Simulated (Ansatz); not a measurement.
C3H6FNSi, SMILES F[SiH2]N1C=CC1.

Geometry: PBE-D3(BJ)/def2-SVP. This is a generated structure with no PubChem entry under its InChIKey; it may be hypothetical. One conformer was computed; it need not be the lowest.

Two levels are set side by side: PBE/def2-SVPD (Ansatz, an electronic-structure program) and PBE0/def2-SVPD (Ansatz). Energy differences of separate SCF runs at the same geometry; the states with an electron removed or added have multiplicity 2 and 2. Differences are taken from unrounded values.

```csv
quantity,PBE0,PBE,PBE minus PBE0
vertical ionisation energy (eV),8.33,8.33,0.00
vertical singlet–triplet gap (eV),3.61,3.72,0.11
```
